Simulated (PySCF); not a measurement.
## Structure from 2D NMR

Compound of formula C8H9ClSi. Correlations simulated from computed shifts and the bond graph:

HSQC (one-bond C–H):
```
  δH     δC
6.20  120.5
5.93  120.8
3.41   43.9
3.05   35.3
1.57   78.0
```

COSY cross peaks (H two or three bonds apart, from the bond graph; peaks can be absent where the dihedral angle is near 90°):
```
  δH    δH
6.20  4.80
5.93  4.80
```

HMBC (two and three bonds, from the bond graph):
```
  δH                                δC
6.20                158.2, 120.8, 43.9
5.93          160.6, 120.5, 43.9, 35.3
4.80        160.6, 158.2, 120.8, 120.5
3.41  160.6, 158.2, 120.8, 120.5, 35.3
3.05    160.6, 120.8, 86.1, 78.0, 43.9
1.57                        86.1, 35.3
```

Carbons without hydrogens: δ 160.6, 158.2, 86.1.

Calculated, not measured (PySCF 2.14.0 with density-fitted response routines): NMR shieldings at PBE0/pcSseg-1/GIAO, GFN2-xTB geometry. Single conformer, fast rotation and ring inversion assumed for equivalent nuclei, no solvent model, non-relativistic Hamiltonian.

Scale: $^{1}$H (31.72 ppm), $^{13}$C (186.93 ppm) vs TMS (reference shieldings calculated alike).

Exchangeable hydrogens are left out of these lists.

Task: Work out the connectivity.

Result: SMILES C#CCC1=C[SiH2]C=C(Cl)C1.

Atoms are numbered as in `[CH:1]#[C:2][CH2:3][C:4]1=[CH:5][SiH2:6][CH:7]=[C:8]([Cl:9])[CH2:10]1`. Hydrogens are named by the atom that carries them.

1. δC 160.6 is C4, a fully substituted alkene carbon.
2. δC 158.2 is C8, a fully substituted alkene carbon.
3. δC 120.8 is C5, an alkene CH (δH 5.93).
4. δC 120.5 is C7, an alkene CH (δH 6.20).
5. δC 86.1 is C2, an alkyne carbon.
6. δC 78.0 is C1, a terminal alkyne carbon (δH 1.57).
7. δC 43.9 is C10, an allylic sp3 CH2 (δH 3.41).
8. δC 35.3 is C3, an allylic sp3 CH2 (δH 3.05).
9. HMBC from δH 6.20 reaches the proton-free carbon C8.
10. HMBC from δH 5.93 reaches the proton-free carbon C4.
11. HMBC from δH 4.80 reaches the proton-free carbons C4, C8.
12. HMBC from δH 3.41 reaches the proton-free carbons C4, C8.
13. COSY links 6.20–4.80, 5.93–4.80.

The shifts were computed for this structure.

Carbons that carry Cl, above all several Cl atoms, come out too deshielded, partly because spin–orbit coupling is missing. Shifts are as computed. Against solution values, carbons near 30 ppm lie about +3 ppm off and those near 130 ppm about +5 ppm; carbons on Cl a further +6 ppm. Of 1309 compounds with measured shifts, 239 miss one by over three times the rms of a fit or turn the order of signals round; such compounds aren't used in these exercises.
